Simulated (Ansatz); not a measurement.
Reaction (atomization): `BSC(=C)CF` → B• + 3 C• + F• + 6 H• + S•

Gas-phase electronic energies from Ansatz, PBE0-D4/def2-TZVP geometries. CCSD(T)/CBS is the MP2 limit (def2-TZVPP, def2-QZVPP) plus CCSD(T) − MP2 in def2-TZVPP, frozen cores. This one scheme is used for every species, atoms too. For atomizations the MP2-based limit and the directly extrapolated one differ by several kJ/mol either way, and by 10 to 25 for some Ge, Se and Sn compounds, so smaller differences from it don't rank the levels. DFT in def2-TZVPP. B3LYP here is the variant with VWN-RPA as its local correlation; programs differ in this. No spin–orbit coupling; open shells (•) take unrestricted orbitals. Spin–orbit coupling would lower the free atoms: a little for B, C, F, S. One conformer a species, not always the lowest.

```
             level  ΔE (kJ/mol)  difference from CCSD(T)/CBS
            PBE-D4       4796.4                        166.1
           BLYP-D4       4633.9                          3.6
        r2SCAN0-D4       4612.0                        -18.3
      CAM-B3LYP-D4       4652.0                         21.7
           ωB97X-V       4656.9                         26.6
            B2PLYP       4592.3                        -38.0
          PBE-QIDH       4653.7                         23.4
             B3LYP       4590.4                        -39.9
           r2SCANh       4649.0                         18.7
           r2SCAN0       4604.1                        -26.2
         CAM-B3LYP       4628.5                         -1.8
           LC-ωPBE       4648.5                         18.2
     CCSD/def2-SVP       4358.7                       -271.6
SCS-MP2/def2-TZVPP       4574.2                        -56.1
     HF/def2-QZVPP       3373.1                      -1257.2
      HF/CBS(def2)       3373.7                      -1256.6
       CCSD(T)/CBS       4630.3                            0
```

Largest T1 diagnostic among the species: 0.014.

From r2SCAN to r2SCAN0 (25 % exact exchange), in def2-TZVPP and without D4, ΔE moves by −76.4 kJ/mol: exact exchange takes away binding that semilocal exchange gives to molecules. Leaving LDA and LC-ωPBE aside and taking each functional with its dispersion term where it has one, the values, not all of them listed here, spread over 307.7 kJ/mol, from BHLYP-D4 to PBE-D4. LDA lies +635.0 kJ/mol from PBE without D4, its usual overbinding.
